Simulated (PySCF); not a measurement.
A PySCF script (with the pyscf-properties extension) for the NMR shieldings of (Cl2Al-mu-F)2, on a PBE0-D3(BJ)/def2-SVP geometry:

```python
import basis_set_exchange as bse
import numpy as np
from pyscf import gto, dft
from pyscf.prop import nmr

atoms = """
Al   -0.737822    1.165649   -0.057687
Cl   -2.787066    0.986362    0.204568
Cl    0.284231    2.940027   -0.379800
F    -0.118206   -0.143093   -1.168011
Al    0.774316   -1.185929    0.035962
Cl    2.825504   -1.023462   -0.225805
Cl   -0.260365   -2.951779    0.361823
F     0.157637    0.126565    1.145250
"""
names = {"Al": "pcSseg-2", "Cl": "pcSseg-1", "F": "pcSseg-1"}
basis = {el: gto.basis.parse(bse.get_basis(n, elements=[el], fmt="nwchem")) for el, n in names.items()}
mol = gto.M(atom=atoms, basis=basis, charge=0, verbose=0)
mf = dft.RKS(mol, xc="PBE")
mf.grids.level = 2
mf.grids.alignment = dft.numint.BLKSIZE   # the property module wants whole blocks of grid points
mf.conv_tol = 1e-9
mf.kernel()

calc = nmr.RKS(mf)   # GIAO
sigma = calc.kernel()   # uncoupled for a functional without exact exchange
for i, s in enumerate(sigma):   # ppm
    w = np.linalg.eigvalsh((s + s.T) / 2)
    print("%2d %-2s iso %8.1f  s11 %8.1f  s22 %8.1f  s33 %8.1f" % (i, mol.atom_pure_symbol(i), w.mean(), *w))
```

Task: What are the results?

Result: 
```
 0 Al iso    455.0  s11    380.3  s22    413.0  s33    571.8
 1 Cl iso    959.0  s11    890.1  s22    893.5  s33   1093.4
 2 Cl iso    959.1  s11    890.1  s22    893.8  s33   1093.4
 3 F  iso    296.9  s11    265.5  s22    311.6  s33    313.6
 4 Al iso    455.1  s11    380.3  s22    412.9  s33    572.0
 5 Cl iso    958.9  s11    889.6  s22    893.4  s33   1093.8
 6 Cl iso    958.8  s11    890.0  s22    893.4  s33   1092.9
 7 F  iso    296.9  s11    265.5  s22    311.6  s33    313.6
```

These numbers come from an equivalent density-fitted implementation of the same equations, which agrees with the script to about 0.01 ppm for H and up to a few tenths of a ppm for heavy atoms, so last digits may differ.

Task: Turn these shieldings into chemical shifts. Scale: ²⁷Al (560.82 ppm) vs [Al(H2O)6]3+; ³⁵Cl (933.68 ppm) against HCl; CFCl3 for ¹⁹F (144.73 ppm) (reference shieldings calculated alike).

Result: Averaging equivalent atoms: Al 0/4: 105.8; Cl 1/2/5/6: -25; F 3/7: -152.2 ppm. Unscaled 19F shifts against computed CFCl3 carry errors that often reach 10 to 50 ppm.

Size and cost of the density-fitted run: 216 basis functions, 33 s wall time on 1 thread of an Arm Neoverse V1, shared host; peak memory 1.1 GiB.
